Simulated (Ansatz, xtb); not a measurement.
# Relaxing a trial structure of CHNTe

The starting geometry of this gas-phase singlet has its atoms placed at random.

```xyz
4

C    -1.2330   -0.3361    1.0123
N    -1.2660    1.1306    0.2238
Te    0.7851   -0.3095   -1.0795
H     0.2809    1.2756   -1.1596
```

Guess where an optimisation with r2SCAN-D4/def2-SVP ends from this start.

It ends as `N#C[TeH]`. Distances that change by over a tenth: C1–N2 (1.67 → 1.17 Å). Contacts that close: C1–Te3 (2.91 → 2.05 Å).

The energy falls by 6.85 eV over 15 steps:

```
step  E − E(last) (eV)
   1             6.848
   3             1.975
   4             1.570
   6             1.297
   7             0.983
   9             0.118
  10             0.103
  12             0.008
  13             0.003
  15             0.000
```

Final geometry (Å):

```yaml
atoms:
  - { symbol: C, position_ang: [-0.9477, 0.3041, 0.3382] }
  - { symbol: N, position_ang: [-1.8388, 0.5963, 1.0338] }
  - { symbol: Te, position_ang: [0.6155, -0.3236, -0.8366] }
  - { symbol: H, position_ang: [0.7380, 1.1839, -1.5383] }
```

From the same start GFN2-xTB ends elsewhere, differing in N2–Te3 (2.09 against 3.22 Å here).

From so rough a start the end depends on the optimiser's path, so another program may land elsewhere. No frequencies were run, so the end isn't proven a minimum. Atoms past krypton carry core potentials, without spin–orbit terms. Run with Ansatz 0.2.0, 16 s on 2 threads of Arm Neoverse V1 (shared host).
